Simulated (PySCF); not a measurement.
PySCF input (BP86/def2-SVP):

```python
from pyscf import gto, dft

mol = gto.M(
    atom='''
    Si    0.34014500    0.35992600    0.86450100
    F     1.00502100    1.37272800   -0.30640800
    Cl   -0.81218900   -1.02314800   -0.54972600
    ''',
    basis='def2-svp',
    charge=-1,
    spin=1,
    verbose=4,
)

mf = dft.UKS(mol, xc='bp86')
mf.grids.level = 3
mf.conv_tol = 1e-9
mf.max_cycle = 100
mf.max_memory = 1500
mf.kernel()
if not mf.converged:
    mf = mf.newton()
    mf.kernel(mf.make_rdm1())
mo, _, stable, _ = mf.stability(return_status=True)
if not stable:
    mf.kernel(mf.make_rdm1(mo, mf.mo_occ))
    stable = mf.stability(return_status=True)[2]
mf.dip_moment()
```

Output:

```
PySCF version 2.14.0

[INPUT] verbose = 4
[INPUT] num. atoms = 3
[INPUT] num. electrons = 41
[INPUT] charge = -1
[INPUT] spin (= nelec alpha-beta = 2S) = 1
[INPUT] symmetry False subgroup None
[INPUT] Mole.unit = angstrom
[INPUT] Symbol           X                Y                Z      unit          X                Y                Z       unit  Magmom
[INPUT]  1 Si     0.340145000000   0.359926000000   0.864501000000 AA    0.642780892640   0.680161565110   1.633670124413 Bohr   0.0
[INPUT]  2 F      1.005021000000   1.372728000000  -0.306408000000 AA    1.899214439437   2.594079963522  -0.579027202376 Bohr   0.0
[INPUT]  3 Cl    -0.812189000000  -1.023148000000  -0.549726000000 AA   -1.534814771384  -1.933469504896  -1.038831583553 Bohr   0.0

nuclear repulsion = 121.424703821736
number of shells = 22
number of NR pGTOs = 96
number of NR cGTOs = 50
basis = def2-svp
ecp = {}

******** <class 'pyscf.dft.uks.UKS'> ********
method = UKS
initial guess = minao
damping factor = 0
level_shift factor = 0
DIIS = <class 'pyscf.scf.diis.CDIIS'>
diis_start_cycle = 1
diis_space = 8
diis_damp = 0
SCF conv_tol = 1e-09
SCF conv_tol_grad = None
SCF max_cycles = 100
direct_scf = True
direct_scf_tol = 1e-13
number electrons alpha = 21  beta = 20
XC library pyscf.dft.libxc version 7.1.2
    S. Lehtola, C. Steigemann, M. J. T. Oliveira, and M. A. L. Marques,  SoftwareX 7, 1–5 (2018)
XC functionals = bp86
    A. D. Becke,  Phys. Rev. A 38, 3098 (1988)
    J. P. Perdew,  Phys. Rev. B 33, 8822 (1986)
    J. P. Perdew,  Phys. Rev. B 34, 7406–7406 (1986)
radial grids:
    Treutler-Ahlrichs [JCP 102, 346 (1995); DOI:10.1063/1.469408] (M4) radial grids

becke partition: Becke, JCP 88, 2547 (1988); DOI:10.1063/1.454033
pruning grids: <function nwchem_prune>
grids dens level: 3
symmetrized grids: False
atomic radii adjust function: <function treutler_atomic_radii_adjust>
small_rho_cutoff = 0
Set gradient conv threshold to 3.16228e-05
tot grids = 52328
init E= -849.305862953058
  alpha nocc = 21  HOMO = -0.120901182889214  LUMO = -0.0481822181641345
  beta  nocc = 20  HOMO = -0.273313853061214  LUMO = -0.120901182889215

WARN: HOMO -0.120901182889214 >= LUMO -0.120901182889215

cycle= 1 E= -849.283723702548  delta_E= 0.0221  |g|= 0.486  |ddm|= 1.25
  alpha nocc = 21  HOMO = 0.137384321188516  LUMO = 0.219266786661843
  beta  nocc = 20  HOMO = 0.0658369100776111  LUMO = 0.170403548084825
  HOMO = 0.137384321189  LUMO = 0.170403548085  gap/eV = 0.89850
cycle= 2 E= -848.852487855636  delta_E= 0.431  |g|=  1.2  |ddm|= 1.21
  alpha nocc = 21  HOMO = 0.111445066715573  LUMO = 0.212248656836484
  beta  nocc = 20  HOMO = 0.0109849224952896  LUMO = 0.154159175332057
  HOMO = 0.111445066716  LUMO = 0.154159175332  gap/eV = 1.16231
cycle= 3 E= -849.364022674612  delta_E= -0.512  |g|= 0.138  |ddm|= 0.887
  alpha nocc = 21  HOMO = 0.10221776250539  LUMO = 0.200442156103109
  beta  nocc = 20  HOMO = -0.00624156137864373  LUMO = 0.147264430760346
  HOMO = 0.102217762505  LUMO = 0.14726443076  gap/eV = 1.22578
cycle= 4 E= -849.373029276226  delta_E= -0.00901  |g|= 0.0574  |ddm|= 0.264
  alpha nocc = 21  HOMO = 0.0943168389430395  LUMO = 0.194311571261219
  beta  nocc = 20  HOMO = -0.0118104892648363  LUMO = 0.140907009554088
  HOMO = 0.094316838943  LUMO = 0.140907009554  gap/eV = 1.26778
cycle= 5 E= -849.374934706792  delta_E= -0.00191  |g|= 0.0158  |ddm|= 0.106
  alpha nocc = 21  HOMO = 0.0974157942399172  LUMO = 0.1975545889628
  beta  nocc = 20  HOMO = -0.00855932771118884  LUMO = 0.14459365769414
  HOMO = 0.0974157942399  LUMO = 0.144593657694  gap/eV = 1.28378
cycle= 6 E= -849.375117082627  delta_E= -0.000182  |g|= 0.00281  |ddm|= 0.0305
  alpha nocc = 21  HOMO = 0.0972672729731534  LUMO = 0.19752514435554
  beta  nocc = 20  HOMO = -0.0084869216964174  LUMO = 0.144667498004847
  HOMO = 0.0972672729732  LUMO = 0.144667498005  gap/eV = 1.28983
cycle= 7 E= -849.375121421344  delta_E= -4.34e-06  |g|= 0.000698  |ddm|= 0.00367
  alpha nocc = 21  HOMO = 0.0971962338788113  LUMO = 0.197455938676778
  beta  nocc = 20  HOMO = -0.00857794730407901  LUMO = 0.144712535357934
  HOMO = 0.0971962338788  LUMO = 0.144712535358  gap/eV = 1.29298
cycle= 8 E= -849.375121851557  delta_E= -4.3e-07  |g|= 0.000215  |ddm|= 0.00167
  alpha nocc = 21  HOMO = 0.0971859074721024  LUMO = 0.19745157152633
  beta  nocc = 20  HOMO = -0.00859063269666605  LUMO = 0.144736656997349
  HOMO = 0.0971859074721  LUMO = 0.144736656997  gap/eV = 1.29392
cycle= 9 E= -849.375121885117  delta_E= -3.36e-08  |g|= 3.95e-05  |ddm|= 0.000427
  alpha nocc = 21  HOMO = 0.0971882183091992  LUMO = 0.197455442583399
  beta  nocc = 20  HOMO = -0.00858625000469715  LUMO = 0.14474233255715
  HOMO = 0.0971882183092  LUMO = 0.144742332557  gap/eV = 1.29401
cycle= 10 E= -849.37512188675  delta_E= -1.63e-09  |g|= 1.1e-05  |ddm|= 9.92e-05
  alpha nocc = 21  HOMO = 0.0971871448392765  LUMO = 0.197454832004022
  beta  nocc = 20  HOMO = -0.00858752661924322  LUMO = 0.144742831311026
  HOMO = 0.0971871448393  LUMO = 0.144742831311  gap/eV = 1.29406
cycle= 11 E= -849.375121886845  delta_E= -9.48e-11  |g|= 2.6e-06  |ddm|= 2.11e-05
  alpha nocc = 21  HOMO = 0.0971870248118689  LUMO = 0.197454824169283
  beta  nocc = 20  HOMO = -0.0085877584165619  LUMO = 0.144742682839949
  HOMO = 0.0971870248119  LUMO = 0.14474268284  gap/eV = 1.29406
Extra cycle  E= -849.375121886844  delta_E= 1.14e-13  |g|= 2.67e-06  |ddm|= 5.46e-06
converged SCF energy = -849.375121886844  <S^2> = 0.75369622  2S+1 = 2.0036928
uhf_internal: lowest eigs of H = [0.1678234  0.23484882 0.3009991 ]
<class 'pyscf.dft.uks.UKS'> wavefunction is stable in the internal stability analysis

WARN: System has nonzero charge -1; the dipole moment is origin-dependent.
Location of origin: [0. 0. 0.]

Dipole moment(X, Y, Z, Debye): -0.25184, -0.21740, -1.09406
```

The dipole moment of an ion depends on the origin.

The geometry given is a B3LYP-D3(BJ)/def2-TZVP minimum.
